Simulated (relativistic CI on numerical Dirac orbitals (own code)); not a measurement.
**Ni⁴⁺ in a cubic cluster: 2p photoemission with charge transfer**

Computed with a charge-transfer multiplet model of a cubic metal-ligand cluster with up to 2 ligand holes, Slater and spin-orbit integrals from Dirac-Coulomb-Breit ions, Slater integrals scaled by 0.7. The ground state mixes d6 with configurations of k ligand holes L, whose averages lie at kΔ + k(k − 1)U_dd/2; a core hole lowers each added d electron by U_cd. 300 K, Lorentzian 0.6 eV and Gaussian 0.8 eV FWHM.

Atomic integrals in eV (Slater integrals scaled, ζ unscaled), ground: F2dd 9.934, F4dd 6.234, zeta_d 0.099; with the core hole: F2dd 11.067, F4dd 6.975, zeta_d 0.136, zeta_core 11.396, F2cd 6.763, G1cd 5.299, G3cd 3.018.

Cluster parameters (eV): Δ = 0.3, U_dd = 6.8, 10Dq = 1.15, 10Dq(ligand) = 0.5, V(eg) = 3.35, V(t2g) = -1.78, final-state hopping factor = 1.

```
          Case   n_d    d6   d7L  d8L2     S
 U_cd = 6.9 eV  6.81  0.32  0.54  0.13  0.06
 U_cd = 8.7 eV  6.81  0.32  0.54  0.13  0.06
U_cd = 10.5 eV  6.81  0.32  0.54  0.13  0.06
```

Weights, n_d and S are thermal averages at 300 K. Binding energies count from the first peak over 30 % of the highest in each spectrum, which can be another peak from case to case. The parameters are a model scan and need not match a compound or its usual spin state. Peaks in eV (height, largest 100):
- U_cd = 6.9 eV: 0.0 (100), 3.2 (12), 5.4 (5), 13.2 (6), 15.3 (5), 17.8 (45)
- U_cd = 8.7 eV: 0.0 (100), 3.1 (12), 5.1 (6), 13.3 (8), 15.3 (9), 17.8 (47), 32.3 (6)
- U_cd = 10.5 eV: 0.0 (100), 2.9 (12), 4.8 (8), 13.5 (9), 15.6 (13), 17.8 (49), 32.8 (8)

Curve for U_cd = 6.9 eV (points under 2 left out, the grid thinned):

| E (eV) | Intensity |
| --- | --- |
| -2.8 | 2.1 |
| -2.2 | 3.5 |
| -1.7 | 6.1 |
| -1.1 | 17.1 |
| -0.6 | 52.8 |
| 0.0 | 100.0 |
| 0.6 | 49.6 |
| 1.1 | 18.6 |
| 1.7 | 10.4 |
| 2.3 | 10.1 |
| 2.8 | 11.3 |
| 3.4 | 11.9 |
| 3.9 | 8.2 |
| 4.5 | 5.3 |
| 5.1 | 5.2 |
| 5.6 | 5.2 |
| 6.2 | 4.3 |
| 6.7 | 3.0 |
| 7.3 | 2.0 |
| 10.5 | 2.1 |
| 11.0 | 2.3 |
| 11.6 | 2.6 |
| 12.2 | 3.5 |
| 12.7 | 5.2 |
| 13.3 | 6.0 |
| 13.8 | 5.0 |
| 14.4 | 4.5 |
| 15.0 | 5.1 |
| 15.5 | 5.2 |
| 16.1 | 5.3 |
| 16.6 | 8.2 |
| 17.2 | 24.9 |
| 17.8 | 45.4 |
| 18.3 | 28.6 |
| 18.9 | 16.2 |
| 19.4 | 14.8 |
| 20.0 | 9.9 |
| 20.6 | 6.4 |
| 21.1 | 3.4 |
| 21.7 | 2.2 |
| 30.6 | 2.8 |
| 31.1 | 3.2 |
| 31.7 | 3.5 |
| 32.2 | 3.1 |
| 32.8 | 2.1 |

For the case U_cd = 8.7 eV, Δ = 0.3 eV is smaller than U_dd = 6.8 eV, the charge-transfer side of the Zaanen-Sawatzky-Allen scheme. With the core hole the configuration with one ligand hole lies at Δ − U_cd = -6.6, -8.4, -10.2 eV from the one without, in the order of the table; where this is negative the screened configuration lies lower, though the effective hopping of about 5.9 eV (from the holes of the mixed ground state) mixes the two strongly wherever it is as large as the gap.

With at most 2 ligand holes the space is cut while the next configuration still counts, so covalency is underestimated, and a final configuration with one more ligand hole, which can lie low, is missing from the spectra.
